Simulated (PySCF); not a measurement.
Species: C3H5F3Si.
Numbering: `[F:1][C:2]([F:3])=[C:4]([F:5])[CH2:6][SiH3:7]` (hydrogens: H8, H9 on C6; H10, H11, H12 on Si7)

Computed geometry: GFN2-xTB, gas phase.

(1) What internal coordinates does the optimisation give?

Answers

(1) 
```tsv
bond	length (Å)
F1–C2	1.335
C2–F3	1.329
C2=C4	1.327
C4–F5	1.351
C4–C6	1.477
C6–Si7	1.926
C6–H8, C6–H9	1.089
Si7–H10, Si7–H11, Si7–H12	1.461
```

Bonds in one row agree within 0.01 Å and their mean is given. A selection of angles:
```tsv
angle	degrees
F1–C2–F3	110.7
F1–C2–C4	122.7
F3–C2–C4	126.6
C2–C4–F5	118.0
C2–C4–C6	126.5
F5–C4–C6	115.5
C4–C6–Si7	110.9
C4–C6–H8	108.6
Si7–C6–H8	109.0
Si7–C6–H9	110.7
H8–C6–H9	108.3
C6–Si7–H10	107.8
C6–Si7–H12	106.2
H10–Si7–H11	111.3
```

Dihedral angles: F1–C2–C4–F5 180° (antiperiplanar); C2–C4–C6–Si7 108° (anticlinal). The mirror-image conformer, all signs reversed, is as good.

Of the pairs four or more bonds apart, F1···H9 is among the closest relative to their van der Waals radii: 2.53 Å, 95 % of the sum of Bondi's values. The 2 C–C bonds span 1.327 Å (C2=C4, drawn double) to 1.477 Å (C4–C6, drawn single), a spread of 0.150 Å. The 3 C–F bonds span 1.329 Å (C2–F3, drawn single) to 1.351 Å (C4–F5, drawn single), a spread of 0.022 Å. Si7 (SiH3 silicon) is tetrahedral (angles from 106.2° to 111.6°).

Point group: C1 (no symmetry element, even within 0.4 Å). No frequency check. The numbers are those of one conformer.
